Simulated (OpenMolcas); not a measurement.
Ru4+ (d4) on a cation site of an ionic host was computed by CASSCF with the d shell active (OpenMolcas, ANO-RCC-VDZP on the metal). Its lowest spin-free states, and all those of the highest spin:

```
2S+1  Degeneracy  E (cm-1)
   3           3       0.0
   1           3      9185
   1           2     10507
   5           2     14172
   1           1     20794
   3           2     29574
   3           3     30947
   3           3     31701
   3           1     33057
   3           1     34286
   3           2     35717
   1           3     38047
   5           3     47425
```

**Question.** Is the site octahedral, tetrahedral or cube-like, axial, or of lower symmetry?

**Answer.** The states with 2S+1 = 5 have orbital degeneracies 2, 3. Threefold states need a cubic site. For d4 at this spin an octahedron puts the twofold E below the threefold T2 and a tetrahedron or cube puts the threefold T2 below the twofold E, so the site is octahedral. The first gap at this spin, 33300 cm-1, is |10Dq| in ligand-field theory. The run had Ru4+ with its 6 nearest fluoride ions at 1.886 Å, on the Ge site of Cs2GeF6 (a = 9.021 Å, distance in the model lattice 1.804 Å). The rest of the host is ab initio model potentials to 7.6 Å and point charges beyond; the distance is set by hand and nothing relaxes. Ligand basis ANO-RCC-VDZP.

An orbital triplet at a regular site is open to Jahn-Teller coupling, which can distort the site and quench the lowest spin-orbit gaps and is left out. Without dynamic correlation the repulsion within the d shell is too large (B by tens of per cent), so at a given field states of lower spin stand too high. This shell can be high or low spin here, a state of another spin lies low, and with metal d orbitals alone active their balance is uncertain, so the ground spin may be wrong, although the usual error favours high spin. The least metal-like active orbital is 73 % on the metal (Löwdin) and no ligand orbital is active, so the numbers are rough. With metal d orbitals alone the field can be off either way by tens of per cent. Ligand-to-metal charge-transfer states are missing. With no ligand orbital active B as a rule stays too high, so bands that hang on it stand too high and its fall with covalency is understated. No measured value stands beside these numbers; the geometry was set by hand and not optimised.
